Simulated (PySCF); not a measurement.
## Computed properties of C3H5BFNO, SMILES N1(C)C=C(B1O)F

C3H5BFNO, SMILES N1(C)B(C(F)=C1)O. Geometry optimised at B3LYP-D3(BJ)/def2-SVP. This is a generated structure with no PubChem entry under its InChIKey; it may be hypothetical. The values are those of a single conformer. All values are computed for the isolated molecule unless a solvent is named; none is compared with measurement here.

**Structure.** All 30 harmonic modes at B3LYP-D3(BJ)/def2-SVP (PySCF) are real, so it is a minimum. With heavy atoms numbered as in [CH3:1][N:2]1[CH:3]=[C:4]([F:5])[B:6]1[OH:7], the shortest bond between them is C4–F5 at 1.329 Å and the longest C4–B6 at 1.577 Å.

**Vibrations.** The strongest infrared lines (harmonic, unscaled, degenerate partners summed) lie at 1555 cm⁻¹ (378 km/mol, B 63 %, O 15 %, C 10 %), 1317 cm⁻¹ (152 km/mol, N 44 %, C 26 %, H 16 %, B 11 %), 1069 cm⁻¹ (138 km/mol, H 58 %, B 17 %, O 11 %). The softest mode is at 121 cm⁻¹ and the zero-point energy is 54.1 kcal/mol.

**Electronic structure.** r2SCAN/def2-TZVP (PySCF) places the frontier levels at -5.01 and -1.65 eV, a gap of 3.36 eV, and gives a dipole moment of 2.93 D and a mean polarisability of 59.4 bohr³. PBE/def2-TZVP (PySCF) at the same geometry gives -4.81 and -1.86 eV, so its gap is 0.41 eV narrower. An orbital gap is neither the optical nor the fundamental gap.

**Excitations.** TDDFT-ωB97X/def2-SVPD (PySCF) has S1 at 3.98 eV (312 nm, f = 0.018, weak); the most intense of the 10 singlets computed lies at 7.62 eV (f = 0.09). T1 (TDA) is at 2.91 eV. TDDFT-PBE/def2-SVPD (PySCF) puts S1 at 3.25 eV. No vertical singlet excitation falls in the visible range (under 3.1 eV).

**NMR.** GIAO shifts at B3LYP/pcSseg-1 (PySCF) (non-relativistic, atoms alike by connectivity averaged): ¹³C from 39.9 to 161.4 ppm against TMS; ¹H from 2.6 to 7.1 ppm against TMS; ¹⁹F at -148.2 ppm against CFCl3; ¹¹B at 25.3 ppm against BF3.
